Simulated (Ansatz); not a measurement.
Cost and result for the atomization energy of C$_{2}$H$_{3}$BClFS (`C=C(F)B(S)Cl`) (9 atoms, 8 bonds).

Cartesian coordinates in Å:
```
C 1.421 -0.454 -0.656
C 0.593 0.524 -0.307
F 0.963 1.795 -0.550
B -0.804 0.344 0.356
S -1.324 -1.290 0.876
Cl -1.828 1.743 0.578
H 2.375 -0.248 -1.127
H 1.146 -1.485 -0.477
H -2.542 -0.929 1.308
```

The species carries charge 0 and has multiplicity 1. The geometry is a stationary point of PBE0-D4/def2-TZVP. It is one conformer, not always the lowest. Program: Ansatz. All runs use 4 threads of an Arm Neoverse N1 on a shared host. Times are those of one run each, without the atoms' runs, and a repeat can differ threefold. Electronic energies, without spin–orbit coupling; frozen cores. CCSD(T)/CBS adds CCSD(T) − MP2 in def2-TZVPP to the MP2 limit, and its time is that of the two runs behind it. T1 = 0.013; the RHF reference is unstable towards UHF. B3LYP takes the VWN-RPA correlation (the form of Gaussian; ORCA's B3LYP/G).

CCSD(T)/CBS is a level of theory with its own doubt, some kJ/mol a heavy atom from the limit and from the frozen cores, so smaller differences don't rank the functionals.

```csv
level,functions,wall time,atomization (kcal/mol),difference from CCSD(T)/CBS,per bond
PBE-D4/def2-TZVPP (with forces),250,4.3 s,885.4,37.1,4.6
PBE0-D4/def2-TZVPP,250,6 s,863.7,15.4,1.9
r2SCAN-D4/def2-TZVPP (with forces),250,8.5 s,862.8,14.5,1.8
B3LYP-D4/def2-TZVPP (with forces),250,8.5 s,850.7,2.4,0.3
B2PLYP/def2-TZVPP,250,10 s,842.2,-6.1,-0.8
ωB97X-V/def2-TZVPP,250,14 s,854.1,5.8,0.7
ωB97M-V/def2-TZVPP (with forces),250,20 s,858.0,9.7,1.2
MP2/def2-QZVPP,458,38 s,866.6,18.3,2.3
CCSD(T)/def2-TZVPP,250,4.8 min,825.8,-22.5,-2.8
CCSD(T)/CBS(def2),–,5.4 min,848.3,0.0,0.0
```

The D4 term adds +9.4 kcal/mol with B3LYP and +4.9 kcal/mol with PBE0; it sums over pairs of atoms, weighted by their polarisabilities, and B3LYP, whose exchange is more repulsive, gets the larger term. In def2-TZVPP, CCSD(T) changes the Hartree–Fock value by +206.7 kcal/mol (the triples alone add +17.9 kcal/mol) and MP2 by +234.5 kcal/mol; breaking electron pairs costs correlation energy, which Hartree–Fock lacks. From PBE to PBE0 (25 % exact exchange), in def2-TZVPP and without D4, the atomization energy moves by −20.9 kcal/mol: exact exchange takes away binding that semilocal exchange gives to molecules.
